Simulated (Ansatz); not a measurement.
`[OH][AlH][NH][SiH3]`. The species carries charge 0 and has multiplicity 1.

Z-matrix (Å, degrees):
```
Si
N 1 1.727
H 1 1.491 2 111.8
H 1 1.483 2 108.0 3 -120.1
H 1 1.491 2 111.8 3 119.7
Al 2 1.775 1 130.8 3 120.0
H 2 1.012 1 114.2 3 -59.9
O 6 1.693 2 117.1 1 0.1
H 6 1.579 2 120.3 1 -180.0
H 8 0.955 6 123.7 2 -179.9
```

(1) Give the diagnostics of a CCSD(T)/def2-TZVPP run (frozen core, the Gaussian-basis code of Ansatz). (Best estimate.)

Answers

(1) The calculation gave: T1 = 0.0117, largest single amplitude 0.025, largest double 0.021, (T) share of the correlation energy 3.3 %, 9 CCSD cycles. The RHF solution is stable towards an unrestricted one. T1 lies under the customary mark of 0.02 for closed shells.
